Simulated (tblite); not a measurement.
Species: C4H8OPSi (doublet state).
Structure used (GFN2-xTB), in Å, numbered top down from 1:
```
atom  x, y, z in Å
C1    -1.5076    0.0730    2.2158
C2    -0.5927   -0.0795    1.3320
O3     0.7523   -0.3560    1.5432
Si4    1.2284   -0.2606   -0.0501
P5     2.0673   -2.2078   -0.7454
C6    -0.6661   -0.0016   -0.2112
C7    -1.2239    1.2934   -0.7572
H8    -2.5460    0.2792    2.2661
H9     1.9977    0.9715   -0.2536
H10    3.2876   -2.0110   -0.1233
H11    2.5232   -1.6978   -1.9485
H12   -1.2299   -0.8528   -0.5968
H13   -0.6993    2.1471   -0.3344
H14   -1.1136    1.3213   -1.8400
H15   -2.2819    1.3896   -0.5185
```

Computed with GFN2-xTB (tblite): harmonic, unscaled wavenumbers at the GFN2-xTB geometry, gas phase. Against measured fundamentals such values can be off by several per cent, at times by over 20. Modes of hydrogen on phosphorus and silicon can be 10 to 20 % off. One conformer, not necessarily the lowest. Open shells enter through the occupations alone, without spin polarisation, and single modes of such species can be off by tens of per cent.

Harmonic wavenumbers (cm⁻¹): 61.4, 79.3, 91.1, 156.8, 196.4, 220.0, 258.9, 339.3, 439.7, 511.9, 539.5, 578.5, 616.0, 651.4, 660.8, 676.0, 703.7, 719.7, 793.4, 835.6, 981.7, 994.5, 1039.4, 1115.6, 1133.3, 1137.4, 1269.2, 1406.2, 1488.2, 1499.5, 1763.0, 2217.5, 2306.4, 2384.2, 2950.8, 3013.6, 3020.3, 3035.8, 3252.8.

A = 3341, B = 1149, C = 970.5 MHz; mass 131.008 u (most abundant isotopes); point group C1, symmetry number 1; spin multiplicity 2.

Problem. What is the zero-point energy?

Solution. Half the sum of the wavenumbers: 22569 cm⁻¹ = 64.53 kcal/mol.

Problem. What is S at 298.15 K and 1 bar for an ideal gas of classical rigid rotors and harmonic oscillators?

Solution. Translation 40.55, rotation 28.85, vibration 27.05, spin (R ln 2) 1.38: S = 97.8 cal/(mol K).

Problem. And Cp and H(298.15 K) − H(0)?

Solution. Cp = 36.51 cal/(mol K), of which vibrations give 28.56 (their classical limit is 39 R = 77.5); H(298.15 K) − H(0) = 6.69 kcal/mol without the zero-point energy, 4.32 from vibrations.

Problem. What must be added to the electronic energy to get the Gibbs energy at 298.15 K and 1 bar?

Solution. ZPE + [H(298.15 K) − H(0)] − T·S = 64.53 + 6.69 − 29.17 = 42.05 kcal/mol.

Problem. Blend soft modes into free rotors: weight 1/[1 + (100 cm⁻¹/ν̃)⁴] for the oscillator and the rest for a rotor with moment μB/(μ + B), μ = h/(8π²ν), B = 10⁻⁴⁴ kg m². What vibrational entropy results?

Solution. 25.11 cal/(mol K) in place of 27.05, which changes −T·S at 298.15 K by +0.58 kcal/mol.

Problem. How do the functions run with temperature in this model?

Solution. 
| T (K) | S (cal/(mol K)) | Cp (cal/(mol K)) | H − H(0) (kcal/mol) | G − H(0) (kcal/mol) | ln q(vib) |
| --- | --- | --- | --- | --- | --- |
| 150 | 78.0 | 22.7 | 2.29 | -9.41 | 2.69 |
| 250 | 91.8 | 32.2 | 5.03 | -17.91 | 5.14 |
| 400 | 109.7 | 44.3 | 10.82 | -33.06 | 8.79 |
| 600 | 129.8 | 55.1 | 20.84 | -57.07 | 13.45 |
| 900 | 154.3 | 65.2 | 39.03 | -99.84 | 19.79 |

q(vib) and H(0) count from the zero-point level.

Hindered rotation and anharmonicity are outside this model. Other conformers, if any are populated, would add a mixing term that is left out. The structure is chiral; the term R ln 2 for an equal mix with its mirror image is left out.
